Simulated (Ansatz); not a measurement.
Consider the formal exchange of groups at the Si–Si bond: `[SiH3][SiH2]Cl` + silanol → `O[SiH2][SiH2]Cl` + SiH₄.

Computed with Ansatz on PBE0-D4/def2-TZVP structures; ΔE is electronic, products minus reactants. CCSD(T)/CBS is the MP2 limit (def2-TZVPP, def2-QZVPP) plus CCSD(T) − MP2 in def2-TZVPP, frozen cores. This one scheme is used for every species. Functionals use def2-TZVPP. One conformer a species, not always the lowest.

`[SiH3][SiH2]Cl`:

Z-matrix (Å, degrees):
```
Si
Si 1 2.338
H 1 1.486 2 109.6
H 1 1.488 2 109.6 3 119.9
H 1 1.486 2 109.6 3 -120.2
Cl 2 2.065 1 108.7 3 60.2
H 2 1.485 1 111.8 3 -58.6
H 2 1.485 1 111.9 3 179.0
```

`O[SiH3]`:

```xyz
6

O    -1.241    0.243   -0.210
Si    0.330   -0.013    0.217
H    -1.503    0.023   -1.104
H     0.707   -1.448    0.090
H     0.441    0.413    1.631
H     1.265    0.782   -0.625
```

`O[SiH2][SiH2]Cl`:

Z-matrix (Å, degrees):
```
Si
Si 1 2.349
O 1 1.649 2 108.5
H 1 1.490 2 108.1 3 121.9
H 1 1.483 2 112.3 3 -117.8
Cl 2 2.078 1 104.0 3 -42.4
H 2 1.485 1 114.2 3 73.8
H 2 1.485 1 114.4 3 -159.7
H 3 0.960 1 116.5 2 44.0
```

SiH₄:

Cartesian coordinates in Å:
```
Si 0.000 0.000 0.000
H 0.313 0.606 -1.319
H -0.348 -1.431 -0.184
H -1.148 0.714 0.613
H 1.184 0.111 0.889
```

```json
{"level": "r2SCAN0-D4", "ΔE (kJ/mol)": "4.0"}
{"level": "PBE-QIDH", "ΔE (kJ/mol)": "5.3"}
```

(1) What does CCSD(T)/CBS give? (Estimate.)

Largest T1 diagnostic among the species: 0.011.

Answers

(1) Computed: +4.5 kJ/mol. The listed levels differ from it by -0.5, 0.8 kJ/mol.

Leaving LDA and LC-ωPBE aside and taking each functional with its dispersion term where it has one, the values, not all of them listed here, spread over 5.1 kJ/mol, from BLYP-D4 to PBE-QIDH.
